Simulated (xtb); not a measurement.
OV (SMILES [O]=[V]), quartet, geometry from GFN2-xTB (such geometries of metal compounds can be far from the true shape); xtb 6.7.1 with GFN2-xTB with ALPB(cs2).

Input for xtb:
```
$ xtb mol.xyz --gfn 2 --uhf 3 --alpb cs2 --json

# file mol.xyz
2

V     -0.00000000    -0.00000000    -0.39310740
O      0.00000000     0.00000000     1.13018377
```

The log (banner, timings and long lists left out):

```
   ID    Z sym.   atoms
    1   23 V      1
    2    8 O      2

           -------------------------------------------------
          |                Calculation Setup                |
           -------------------------------------------------

           -------------------------------------------------
          |                 G F N 2 - x T B                 |
           -------------------------------------------------

      * Solvation model:               ALPB
        Solvent                        cs2
        Parameter file                 internal GFN2-xTB/ALPB
        Dielectric constant                2.6400E+00
        Reference state                gsolv [1 M gas/solution]
        Free energy shift                  4.9805E-03 Eh       3.1253E+00 kcal/mol
        Temperature                        2.9815E+02 K
        Density                            1.2600E+00 kg/L
        Solvent mass                       7.6140E+01 g/mol
        Interaction kernel             P16
        Born radius scaling (c1)           1.3548E+00
        Born radii integrator          GBOBC
        Born offset                        0.0000E+00 a0       0.0000E+00 AA
        H-bond correction              false
        Ion screening                  false
        Surface tension                    1.0000E-05 Eh       1.5569E+01 dyn/cm
        Grid points                               230 per atom

          ...................................................
          :                      SETUP                      :
          :.................................................:
          :  # basis functions                  14          :
          :  # atomic orbitals                  13          :
          :  # shells                            5          :
          :  # electrons                        11          :
          :  max. iterations                   250          :
          :  Hamiltonian                  GFN2-xTB          :
          :  restarted?                      false          :
          :  GBSA solvation                   true          :
          :  PC potential                    false          :
          :  electronic temp.          300.0000000     K    :
          :  accuracy                    1.0000000          :
          :  -> integral cutoff          0.2500000E+02      :
          :  -> integral neglect         0.1000000E-07      :
          :  -> SCF convergence          0.1000000E-05 Eh   :
          :  -> wf. convergence          0.1000000E-03 e    :
          :  Broyden damping             0.4000000          :
          :  net charge                          0          :
          :  unpaired electrons                  3          :
          ...................................................

 iter      E             dE          RMSdq      gap      omega  full diag
   1     -2.6339986 -0.263400E+01  0.428E+01    2.48       0.0  T
   2     -5.1003932 -0.246639E+01  0.533E+01    0.67       1.0  T
   3     -5.2839791 -0.183586E+00  0.383E+01    0.94       1.0  T
   4     -4.9030332  0.380946E+00  0.311E+01    2.52       1.0  T
   5     -5.3438239 -0.440791E+00  0.293E+01    0.93       1.0  T
   6     -5.6108320 -0.267008E+00  0.147E+01    1.18       1.0  T
   7     -5.6627304 -0.518984E-01  0.116E+01    1.21       1.0  T
   8     -5.7847592 -0.122029E+00  0.740E+00    1.35       1.0  T
   9     -5.9006803 -0.115921E+00  0.717E+00    1.67       1.0  T
  10     -5.8965149  0.416542E-02  0.831E+00    1.73       1.0  T
  11     -5.8875228  0.899211E-02  0.838E+00    1.79       1.0  T
  12     -5.9003391 -0.128163E-01  0.215E+00    1.71       1.0  T
  13     -5.8995875  0.751594E-03  0.162E+00    1.73       1.0  T
  14     -5.9006444 -0.105689E-02  0.467E-01    1.69       1.0  T
  15     -5.9007568 -0.112403E-03  0.116E-01    1.70       1.0  T
  16     -5.9007599 -0.314032E-05  0.899E-02    1.70       1.0  T
  17     -5.9007654 -0.546683E-05  0.244E-02    1.70       2.9  T
  18     -5.9007648  0.649060E-06  0.410E-02    1.70       1.7  T
  19     -5.9007659 -0.111077E-05  0.790E-03    1.70       9.0  T
  20     -5.9007659 -0.439472E-07  0.297E-03    1.70      23.8  T
  21     -5.9007659 -0.723124E-08  0.874E-04    1.70      80.9  T
  22     -5.9007659 -0.567948E-09  0.278E-05    1.70    2539.9  T

   *** convergence criteria satisfied after 22 iterations ***

         :::::::::::::::::::::::::::::::::::::::::::::::::::::
         ::                     SUMMARY                     ::
         :::::::::::::::::::::::::::::::::::::::::::::::::::::
         :: total energy              -5.869826126693 Eh    ::
         :: total w/o Gsasa/hb        -5.867508522482 Eh    ::
         :: gradient norm              0.002966525385 Eh/a0 ::
         :: HOMO-LUMO gap              1.700960413578 eV    ::
         ::.................................................::
         :: SCC energy                -5.900765924437 Eh    ::
         :: -> isotropic ES            0.020128695516 Eh    ::
         :: -> anisotropic ES          0.007505324747 Eh    ::
         :: -> anisotropic XC         -0.012080167046 Eh    ::
         :: -> dispersion             -0.000792971572 Eh    ::
         :: -> Gsolv                  -0.004558762631 Eh    ::
         ::    -> Gelec               -0.002241158420 Eh    ::
         ::    -> Gsasa               -0.007298072233 Eh    ::
         ::    -> Ghb                  0.000000000000 Eh    ::
         ::    -> Gshift               0.004980468022 Eh    ::
         :: repulsion energy           0.030939797744 Eh    ::
         :: add. restraining           0.000000000000 Eh    ::
         :: total charge               0.000000000000 e     ::
         :::::::::::::::::::::::::::::::::::::::::::::::::::::

           -------------------------------------------------
          |                Property Printout                |
           -------------------------------------------------

    * Orbital Energies and Occupations

         #    Occupation            Energy/Eh            Energy/eV
      -------------------------------------------------------------
         1        2.0000           -0.6621502             -18.0180
         2        2.0000           -0.4597390             -12.5101
         3        2.0000           -0.4597390             -12.5101
         4        2.0000           -0.4529812             -12.3262
         5        1.0000           -0.3583380              -9.7509
         6        1.0000           -0.3504869              -9.5372
         7        1.0000           -0.3504869              -9.5372 (HOMO)
         8                         -0.2879777              -7.8363 (LUMO)
         9                         -0.2879777              -7.8363
        10                         -0.1440387              -3.9195
        11                          0.0200312               0.5451
        12                          0.0200312               0.5451
        13                          0.3553588               9.6698
      -------------------------------------------------------------
                  HL-Gap            0.0625091 Eh            1.7010 eV
             Fermi-level           -0.3624460 Eh           -9.8627 eV

     #   Z          covCN         q      C6AA      α(0)
     1  23 V        0.738     0.380  1019.794    94.358
     2   8 O        0.738    -0.380    21.337     6.190

 Mol. C6AA /au·bohr⁶  :       1271.850949
 Mol. C8AA /au·bohr⁸  :     124333.972527
 Mol. α(0) /au        :        100.547928

Wiberg/Mayer (AO) data.
largest (>0.10) Wiberg bond orders for each atom

 ---------------------------------------------------------------------------
     #   Z sym  total        # sym  WBO       # sym  WBO       # sym  WBO
 ---------------------------------------------------------------------------
     1  23 V    2.480 --     2 O    2.480
     2   8 O    2.480 --     1 V    2.480
 ---------------------------------------------------------------------------

Topologies differ in total number of bonds
Writing topology from bond orders to xtbtopo.mol

molecular dipole:
                 x           y           z       tot (Debye)
 q only:        0.000       0.000      -1.094
   full:       -0.000      -0.000      -2.862       7.274
molecular quadrupole (traceless):
                xx          xy          yy          xz          yz          zz
 q only:        0.762       0.000       0.762       0.000       0.000      -1.524
  q+dip:       -0.733       0.000      -0.733      -0.000      -0.000       1.466
   full:       -0.822      -0.000      -0.822       0.000       0.000       1.644

           -------------------------------------------------
          | TOTAL ENERGY               -5.869826126693 Eh   |
          | GRADIENT NORM               0.002966525385 Eh/α |
          | HOMO-LUMO GAP               1.700960413578 eV   |
           -------------------------------------------------

normal termination of xtb
```
